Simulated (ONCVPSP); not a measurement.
**Which change was made? (K, ONCV)**

- Element: potassium
- Generator: ONCVPSP 4.0.1
- Type: optimised norm-conserving Vanderbilt (ONCV)
- Functional: PBEsol
- Relativity: scalar-relativistic
- Frozen core: [Ne]
- Valence charge: 9
- Reference configuration: 3s2 3p6 4s1
- Partial waves: 3s+4s: rc 2.50 bohr, ncon 4, nbas 7, qcut 4.3 1/bohr, 2 projectors; 3p: rc 1.25 bohr, ncon 4, nbas 7, qcut 6.9 1/bohr, 2 projectors, debl 3 Ha; d scattering state at 0.02 Ha: rc 2.45 bohr, ncon 4, nbas 7, qcut 3.6 1/bohr, 2 projectors, debl 0.9 Ha
- Local potential: polynomial inside 1.00 bohr (lpopt 5, dvloc0 2 Ha)
- Core correction: Teter function, fcfact 2.25, rcfact 1.15

Cutoffs, loose and tight: the cutoffs (Ha) at which the residual kinetic energy of the hardest occupied pseudo-wave falls to 1 and 0.1 mHa per electron. They do not see the model core or the augmentation charge, which bear on the density cutoff. Test errors are all-electron minus pseudo excitation energies from the reference, over the configurations 3s2 3p6 4s0; 3s2 3p6 4s0.5; 3s2 3p6 4s0 4p1; 3s1 3p6 4s1; variants that change the core or the reference have their own tests.

The base gives: outcome: generated; cutoff, loose: 18 Ha; cutoff, tight: 45 Ha; bound ghosts: none; GHOST(+) flags above zero: none; largest test error (meV): -258.

Task: After one change the result is: outcome: generated; cutoff, loose: 20 Ha; cutoff, tight: 43 Ha; bound ghosts: none; GHOST(+) flags above zero: s; largest test error (meV): -201. Which change was it?
A. all radii but the core radius scaled by about 1.23 (s 3.08, p 1.54, d 3.02 bohr); local potential polynomial inside 1.24 bohr (lpopt 5, dvloc0 2 Ha)
B. all radii but the core radius scaled by about 0.78 (s 1.96, p 0.98, d 1.92 bohr); local potential polynomial inside 0.78 bohr (lpopt 5, dvloc0 2 Ha)
C. all radii but the core radius scaled by about 0.85 (s 2.14, p 1.06, d 2.10 bohr); local potential polynomial inside 0.86 bohr (lpopt 5, dvloc0 2 Ha)

Result: C. The others give: all radii but the core radius scaled by about 1.23 (s 3.08, p 1.54, d 3.02 bohr); local potential polynomial inside 1.24 bohr (lpopt 5, dvloc0 2 Ha) → outcome: generated; cutoff, loose: 11 Ha; cutoff, tight: 14 Ha; bound ghosts: none; GHOST(+) flags above zero: none; largest test error (meV): -255 | all radii but the core radius scaled by about 0.78 (s 1.96, p 0.98, d 1.92 bohr); local potential polynomial inside 0.78 bohr (lpopt 5, dvloc0 2 Ha) → outcome: generated; cutoff, loose: 20 Ha; cutoff, tight: 134 Ha; bound ghosts: none; GHOST(+) flags above zero: s, p; largest test error (meV): -158.
